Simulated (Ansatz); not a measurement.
```json
{"atom": "C", "x (Å)": "0.0393", "y (Å)": "-0.0309", "z (Å)": "-0.0016"}
{"atom": "F", "x (Å)": "0.7939", "y (Å)": "0.7959", "z (Å)": "0.7572"}
{"atom": "F", "x (Å)": "0.7448", "y (Å)": "-0.7668", "z (Å)": "-0.7124"}
{"atom": "F", "x (Å)": "-0.7321", "y (Å)": "0.7442", "z (Å)": "-0.7985"}
{"atom": "F", "x (Å)": "-0.7794", "y (Å)": "-0.7377", "z (Å)": "0.8000"}
```

Basis set: 6-31G (spherical functions). Left uncorrelated: 5 orbitals. Charge 0, multiplicity 1.

Computed with Ansatz (development build ahead of 0.2.0); each method stands on the lowest determinant of its kind that the runs found. Restricted open shells among the atoms or ions are ROHF, correlated in semicanonical orbitals with singles.

The atomization energy at this shape (free ground-state atoms in the same class of orbitals less the molecule, no zero-point energy) of singlet CF₄:

```tsv
method	atomization energy
RHF-MP2	15.92 eV
```

(1) What does RHF give?

## Answers

(1) 9.77 eV.

This basis has no polarisation functions and is too small for such energies, which can lie far from measured ones in either direction.
